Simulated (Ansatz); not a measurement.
Isolated molecules relaxed with PBE0-D4/def2-TZVP in Ansatz; ΔE leaves out vibrations. CCSD(T)/CBS is the MP2 limit (def2-TZVPP, def2-QZVPP) plus CCSD(T) − MP2 in def2-TZVPP, frozen cores. This one scheme is used for every species. DFT in def2-TZVPP. def2 core potentials past Kr. For In outer-core shells are correlated without core-valence functions, which leaves a few kJ/mol of doubt a bond. Each species was taken in one conformer, which may not be the lowest.

Reaction (formal exchange of groups at the In–Si bond): `F[CH2][InH][SiH3]` + CH₄ → `[CH3][InH][CH2]F` + SiH₄

`F[CH2][InH][SiH3]`:

Cartesian coordinates in Å:
```
F -3.111 -0.110 0.778
C -1.954 -0.591 0.175
In -0.247 0.735 0.491
Si 2.058 0.113 -0.489
H -1.748 -1.587 0.582
H -2.154 -0.712 -0.895
H -0.492 2.179 1.406
H 3.029 -0.150 0.612
H 2.606 1.226 -1.313
H 2.012 -1.104 -1.346
```

CH₄:

Cartesian coordinates in Å:
```
C 0.000 0.000 0.000
H 0.077 0.832 0.699
H -0.997 -0.435 0.061
H 0.742 -0.757 0.253
H 0.178 0.360 -1.013
```

`[CH3][InH][CH2]F`:

```xyz
10

C     0.382   -1.716   -0.682
In    0.094   -0.207    0.820
C    -0.433    1.821    0.199
F    -0.526    1.912   -1.190
H     1.390   -2.131   -0.607
H    -0.325   -2.534   -0.531
H     0.240   -1.299   -1.678
H     0.257   -0.524    2.517
H     0.316    2.547    0.533
H    -1.395    2.131    0.621
```

SiH₄:

```xyz
5

Si    0.000    0.000    0.000
H     1.217   -0.319    0.787
H     0.169    1.320   -0.659
H    -1.177    0.046    0.904
H    -0.210   -1.046   -1.033
```

| level | ΔE (eV) |
| --- | --- |
| ωB97X-V | 0.54 |
| ωB97M-V | 0.54 |
| PBE | 0.66 |
| CCSD/CBS(def2) | 0.54 |

(1) What does CCSD(T)/CBS give? (Estimate.)

Largest T1 diagnostic among the species: 0.013.

## Answers

(1) Computed: +0.53 eV. The listed levels differ from it by 0.01, 0.01, 0.13, 0.01 eV.
